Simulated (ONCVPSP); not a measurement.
**What one change does to a pseudopotential (iron, ONCV)**

```json
{"Element": "Fe (Z = 26)", "Generator": "ONCVPSP 4.0.1", "Type": "optimised norm-conserving Vanderbilt (ONCV)", "Functional": "PBEsol", "Relativity": "scalar-relativistic", "Frozen core": "[Ne]", "Valence charge": "16", "Reference configuration": "3s2 3p6 3d6 4s2", "Partial waves": "3s+4s: rc 1.10 bohr, ncon 4, nbas 8, qcut 9.1 1/bohr, 2 projectors; 3p: rc 1.40 bohr, ncon 4, nbas 9, qcut 8.9 1/bohr, 2 projectors, debl 1 Ha; 3d: rc 1.15 bohr, ncon 4, nbas 9, qcut 11.2 1/bohr, 1 projector", "Local potential": "polynomial inside 0.80 bohr (lpopt 5, dvloc0 0 Ha)", "Core correction": "Teter function, fcfact 1.75, rcfact 1.5"}
```

In the p channel the program set the typed energies aside and used -2.202, 0.250 Ha.

All-electron outer shells of the reference configuration (PBEsol, scalar-relativistic, ld1.x):

| shell | level (eV) | outermost node (bohr) | outermost maximum (bohr) |
| --- | --- | --- | --- |
| 2p | -697.99 | – | 0.18 |
| 3s | -93.77 | 0.33 | 0.70 |
| 3p | -59.92 | 0.30 | 0.72 |
| 3d | -7.53 | – | 0.71 |
| 4s | -5.31 | 1.00 | 2.41 |

Change: d: qcut 13.

Cutoffs: the cutoffs (Ha) at which the residual kinetic energy of the hardest occupied pseudo-wave falls to 1 and 0.1 mHa per electron; they do not see the model core or the augmentation charge, which bear on the density cutoff. Errors are all-electron minus pseudo energies relative to the spin-unpolarised reference configuration.

Problem. What does the change do?

Solution. The potential gets neither clearly harder nor softer (58 Ha and 112 Ha → 67 Ha and 76 Ha); of the 4 tests that both files solve, the error grows in 0 and shrinks in 2 by more than 15 % and 0.3 meV (median size 4.5 → 4.0 meV); neither file shows a bound ghost.

```tsv
quantity	base	changed
cutoff, loose	58 Ha	67 Ha
cutoff, tight	112 Ha	76 Ha
loose cutoff by channel	s 36 Ha, p 30 Ha, d 58 Ha	s 36 Ha, p 30 Ha, d 67 Ha
bound ghosts	none	none
GHOST(+) flags under 300 eV	none	none
error for 3s2 3p6 3d6 4s1, meV [ΔE 8.75 eV]	-0.1	-0.2
error for 3s2 3p6 3d6 4s0, meV [ΔE 24.86 eV]	+1.0	+0.6
error for 3s2 3p6 3d5 4s0, meV [ΔE 59.05 eV]	-8.1	-7.5
error for 3s2 3p6 3d4 4s0, meV [ΔE 112.10 eV]	+37	+22
s: phases at 1.12 bohr within 0.05 rad from the reference energy up to (Ha; the scan ends near 5)	to the end of the scan	to the end of the scan
p: phases at 1.42 bohr within 0.05 rad from the reference energy up to (Ha; the scan ends near 5)	to the end of the scan	to the end of the scan
d: phases at 1.17 bohr within 0.05 rad from the reference energy up to (Ha; the scan ends near 5)	3.2	3.5
rms error of d²Exc/dni dnj with the model core, mHa	0.99	0.99
```
